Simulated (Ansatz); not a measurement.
Two isomers of CH4AlFOS: A = `[OH][Al]([SH])[CH2]F`, B = `C[O][Al]([F])[SH]`.

Calculated with Ansatz (gas phase, PBE0-D4/def2-TZVP geometries, no zero-point term in ΔE). CBS: MP2 limit from def2 TZ/QZ plus the TZ coupled-cluster correction, frozen cores. This one scheme is used for every species. DFT in def2-TZVPP. B3LYP here is the variant with VWN-RPA as its local correlation; programs differ in this. Each species was taken in one conformer, which may not be the lowest.

(1) Which is lower in electronic energy at CCSD(T)/CBS, and by how much? (An estimate is asked.)

(2) Give E(B) − E(A) in kcal/mol with CCSD/def2-TZVPP, B2PLYP, B3LYP, PBE-D4, CCSD(T)/def2-TZVPP, HF/def2-TZVPP, B3LYP-D4. (An estimate is asked.)

Largest T1 diagnostic: 0.012.

## Answers

(1) Computed: B, by 48.9 kcal/mol.

(2) Computed: CCSD/def2-TZVPP -49.6, B2PLYP -49.3, B3LYP -48.0, PBE-D4 -44.5, CCSD(T)/def2-TZVPP -49.0, HF/def2-TZVPP -51.9, B3LYP-D4 -47.9. None reverses the order clearly.

From PBE to PBE0 (25 % exact exchange), in def2-TZVPP and without D4, E(B) − E(A) moves by −1.7 kcal/mol. In def2-TZVPP, CCSD(T) changes the Hartree–Fock value by +2.9 kcal/mol (the triples alone add +0.6 kcal/mol) and MP2 by +1.3 kcal/mol.
